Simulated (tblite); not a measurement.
Species: C₃H₇ClOSi.
SMILES with atom numbers: `[OH:1][SiH2:2][C@@H:3]1[CH2:4][C@@H:5]1[Cl:6]` (hydrogens: H7 on O1; H8, H9 on Si2; H10 on C3; H11, H12 on C4; H13 on C5)

Cartesian coordinates in Å at the GFN2-xTB level; atoms count from 1:
```xyz
13
C3H7ClOSi angstrom
O      1.794    0.233    1.525
Si     1.554    0.308   -0.073
C     -0.285    0.157   -0.514
C     -1.331    0.608    0.472
C     -1.188   -0.837    0.140
Cl    -0.560   -1.941    1.362
H      1.427   -0.485    2.041
H      2.258   -0.758   -0.788
H      2.006    1.655   -0.390
H     -0.518    0.335   -1.557
H     -0.992    0.937    1.442
H     -2.214    1.124    0.121
H     -1.956   -1.337   -0.435
```

Level: GFN2-xTB in tblite, geometry and Hessian alike; calculated harmonic values, unscaled, isolated species. This tight-binding method is rough: wavenumbers can miss measured ones by several per cent, in bad cases by 10 to 20. Modes of hydrogen on silicon can be 10 to 20 % off. One conformer, not necessarily the lowest.

Harmonic wavenumbers (cm⁻¹): 55.0, 127.1, 155.3, 246.8, 324.0, 359.2, 409.9, 538.6, 599.4, 621.2, 654.1, 739.6, 764.8, 822.1, 866.8, 913.5, 960.6, 980.9, 1018.0, 1067.5, 1070.9, 1115.4, 1200.7, 1258.2, 1357.6, 1458.9, 2252.3, 2333.1, 3034.2, 3042.9, 3073.2, 3095.0, 3594.5.

A = 3277, B = 1831, C = 1406 MHz; mass 121.995 u (most abundant isotopes); point group C1, symmetry number 1.

Problem. Zero-point energy?

Solution. Half the sum of the wavenumbers: 20056 cm⁻¹ = 57.34 kcal/mol.

Problem. Entropy at 298.15 K, 1 bar (ideal gas, RRHO, classical rotation)?

Solution. Translation 40.34, rotation 28.03, vibration 18.71: S = 87.1 cal/(mol K).

Problem. And Cp and H(298.15 K) − H(0)?

Solution. Cp = 30.01 cal/(mol K), of which vibrations give 22.07 (their classical limit is 33 R = 65.6); H(298.15 K) − H(0) = 5.46 kcal/mol without the zero-point energy, 3.09 from vibrations.

Problem. Blend soft modes into free rotors: weight 1/[1 + (100 cm⁻¹/ν̃)⁴] for the oscillator and the rest for a rotor with moment μB/(μ + B), μ = h/(8π²ν), B = 10⁻⁴⁴ kg m². What vibrational entropy results?

Solution. 17.51 cal/(mol K) in place of 18.71, which changes −T·S at 298.15 K by +0.36 kcal/mol.

Problem. How do the functions run with temperature in this model?

Solution. 
```json
{"T (K)": "100", "S (cal/(mol K))": "64.5", "Cp (cal/(mol K))": "14.5", "H − H(0) (kcal/mol)": "1.09", "G − H(0) (kcal/mol)": "-5.36", "ln q(vib)": "0.94"}
{"T (K)": "200", "S (cal/(mol K))": "76.8", "Cp (cal/(mol K))": "22.0", "H − H(0) (kcal/mol)": "2.91", "G − H(0) (kcal/mol)": "-12.45", "ln q(vib)": "2.52"}
{"T (K)": "300", "S (cal/(mol K))": "87.3", "Cp (cal/(mol K))": "30.2", "H − H(0) (kcal/mol)": "5.52", "G − H(0) (kcal/mol)": "-20.66", "ln q(vib)": "4.23"}
{"T (K)": "500", "S (cal/(mol K))": "105.9", "Cp (cal/(mol K))": "42.8", "H − H(0) (kcal/mol)": "12.91", "G − H(0) (kcal/mol)": "-40.03", "ln q(vib)": "7.81"}
{"T (K)": "800", "S (cal/(mol K))": "128.6", "Cp (cal/(mol K))": "53.4", "H − H(0) (kcal/mol)": "27.52", "G − H(0) (kcal/mol)": "-75.34", "ln q(vib)": "13.03"}
{"T (K)": "1000", "S (cal/(mol K))": "141.0", "Cp (cal/(mol K))": "57.8", "H − H(0) (kcal/mol)": "38.67", "G − H(0) (kcal/mol)": "-102.32", "ln q(vib)": "16.24"}
```

q(vib) and H(0) count from the zero-point level.

Problem. What must be added to the electronic energy to get the Gibbs energy at 298.15 K and 1 bar?

Solution. ZPE + [H(298.15 K) − H(0)] − T·S = 57.34 + 5.46 − 25.96 = 36.84 kcal/mol.

Hindered rotation and anharmonicity are outside this model. Other conformers, if any are populated, would add a mixing term that is left out. The structure is chiral; the term R ln 2 for an equal mix with its mirror image is left out.

Time: 0.65 s. Hardware: Arm Neoverse N1, one thread, on a shared host. The figure is for the frequency step alone.
